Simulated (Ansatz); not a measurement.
Basis-set extrapolation for C2H2AlClS (PBE0-D4/def2-TZVP geometry, frozen core, the Gaussian-basis code of Ansatz). Multiplicity 1, RHF reference.

|  | def2-TZVPP | def2-QZVPP |
| --- | --- | --- |
| HF | -1175.954414 | -1175.987813 |
| MP2 correlation | -0.738829 | -0.800103 |
| CCSD(T) correlation | -0.820643 | not run |

Energies in hartree. Use E(X) = E(∞) + A·exp(−7.88·√X) for Hartree–Fock and E(X) = E(∞) + B·X^(−2.97) for correlation, with X = 3 and 4, and add CCSD(T) minus MP2 of the smaller set to the MP2 limit.

Question: What is the CCSD(T) energy at the basis-set limit?

Answer: HF limit: -1175.987813 + (-0.033399) × 0.13774 = -1175.99241. MP2 limit: -0.800103 + (-0.061274) × 0.74074 = -0.84549. Higher-order term: -0.820643 − (-0.738829) = -0.08181. Total: -1176.91971 hartree, 90.8 kcal/mol below CCSD(T)/def2-TZVPP.
